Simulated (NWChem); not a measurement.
System: C$_{4}$H$_{5}$N; SMILES C(/C)=C\C#N

Here is an NWChem input.

```
start job
memory heap 200 mb stack 900 mb global 1100 mb
geometry units angstroms noautosym nocenter noautoz
  C      0.012713    -2.315219     0.000000
  C      0.385499    -0.876688     0.000000
  C     -0.492048     0.140048     0.000000
  C     -0.093351     1.509949     0.000000
  N      0.212548     2.629241     0.000000
  H     -1.076714    -2.460472     0.000000
  H      0.434016    -2.825385     0.882236
  H      0.434016    -2.825385    -0.882236
  H      1.455531    -0.637841     0.000000
  H     -1.571400    -0.048272     0.000000
end
basis spherical
  * library 6-31g*
end
dft
  xc pbe0
  iterations 150
end
cosmo
  dielec 20.7
end
task dft energy
```

Excerpt of the output:

```
             Northwest Computational Chemistry Package (NWChem) 7.3.0
             --------------------------------------------------------

                             Geometry "geometry" -> ""
                             -------------------------

 Output coordinates in angstroms (scale by  1.889725989 to convert to a.u.)

  No.       Tag          Charge          X              Y              Z
 ---- ---------------- ---------- -------------- -------------- --------------
    1 C                    6.0000     0.01271300    -2.31521900     0.00000000
    2 C                    6.0000     0.38549900    -0.87668800     0.00000000
    3 C                    6.0000    -0.49204800     0.14004800     0.00000000
    4 C                    6.0000    -0.09335100     1.50994900     0.00000000
    5 N                    7.0000     0.21254800     2.62924100     0.00000000
    6 H                    1.0000    -1.07671400    -2.46047200     0.00000000
    7 H                    1.0000     0.43401600    -2.82538500     0.88223600
    8 H                    1.0000     0.43401600    -2.82538500    -0.88223600
    9 H                    1.0000     1.45553100    -0.63784100     0.00000000
   10 H                    1.0000    -1.57140000    -0.04827200     0.00000000

 Effective nuclear repulsion energy (a.u.)     138.2538686673

                                 NWChem DFT Module
                                 -----------------

 Summary of "ao basis" -> "ao basis" (spherical)
 ------------------------------------------------------------------------------
       Tag                 Description            Shells   Functions and Types
 ---------------- ------------------------------  ------  ---------------------
 C                           6-31g*                  6       14   3s2p1d
 N                           6-31g*                  6       14   3s2p1d
 H                           6-31g*                  2        2   2s

 in cosmo_initialize ...

 solvent parameters
 solvname_short: unkn
 solvname_long:  unknown
 dielec:       20.7000

          ---------------
          -cosmo- solvent
          ---------------
 Cosmo: York-Karplus, doi: 10.1021/jp992097l
 dielectric constant -eps-     =  20.70
 screen = (eps-1)/(eps    )    =   0.95169
 surface charge correction     = lagrangian

   van der Waals surface
 --------------------------

[...]

                                   COSMO solvation results
                                   -----------------------

                 gas phase energy =      -209.890535539133
                 sol phase energy =      -209.900737913617
 (electrostatic) solvation energy =         0.010202374484 (    6.40 kcal/mol)

                       DFT Final Molecular Orbital Analysis
                       ------------------------------------

 Vector   16  Occ=2.000000D+00  E=-3.821195D-01
              MO Center=  1.6D-01,  6.7D-02,  5.5D-09, r^2= 5.5D+00
   Bfn.  Coefficient  Atom+Function         Bfn.  Coefficient  Atom+Function
  ----- ------------  ---------------      ----- ------------  ---------------
    60      0.254688   5 N  py               17     -0.227038   2 C  px
    46     -0.218705   4 C  py                3      0.213487   1 C  px
    77     -0.181855   9 H  s                64      0.172940   5 N  py
    18     -0.169222   2 C  py                4      0.168008   1 C  py
    71     -0.152944   6 H  s                59      0.151325   5 N  px

 Vector   17  Occ=2.000000D+00  E=-3.522527D-01
              MO Center= -7.9D-03,  1.8D+00, -1.6D-11, r^2= 2.1D+00
   Bfn.  Coefficient  Atom+Function         Bfn.  Coefficient  Atom+Function
  ----- ------------  ---------------      ----- ------------  ---------------
    59      0.422709   5 N  px               45      0.351443   4 C  px
    63      0.261736   5 N  px               49      0.196964   4 C  px
    31     -0.151590   3 C  px               60     -0.124179   5 N  py
    79      0.115158  10 H  s                17      0.098727   2 C  px
    80      0.095689  10 H  s                35     -0.091862   3 C  px

 Vector   18  Occ=2.000000D+00  E=-2.818373D-01
              MO Center=  3.0D-03,  1.6D-01,  1.5D-09, r^2= 3.5D+00
   Bfn.  Coefficient  Atom+Function         Bfn.  Coefficient  Atom+Function
  ----- ------------  ---------------      ----- ------------  ---------------
    33      0.358611   3 C  pz               19      0.322120   2 C  pz
    61     -0.294866   5 N  pz               37      0.268349   3 C  pz
    23      0.227740   2 C  pz               65     -0.210978   5 N  pz
     5     -0.127204   1 C  pz               47     -0.111908   4 C  pz
    74     -0.105996   7 H  s                76      0.105996   8 H  s

 Vector   19  Occ=0.000000D+00  E=-3.723586D-02
              MO Center=  1.1D-01,  1.5D-01,  1.4D-09, r^2= 3.6D+00
   Bfn.  Coefficient  Atom+Function         Bfn.  Coefficient  Atom+Function
  ----- ------------  ---------------      ----- ------------  ---------------
    23      0.521888   2 C  pz               19      0.427955   2 C  pz
    37     -0.364627   3 C  pz               65      0.310711   5 N  pz
    61      0.285563   5 N  pz               33     -0.268999   3 C  pz
    47     -0.215313   4 C  pz               51     -0.213704   4 C  pz
    74     -0.169642   7 H  s                76      0.169642   8 H  s

[...]
```

Level: PBE0/6-31G* (spherical d), COSMO on the gas-phase geometry. Coordinates come from a PBE0/def2-SVP optimisation. COSMO prints the solvation energy as gas minus solution, so a positive value is a stabilisation.
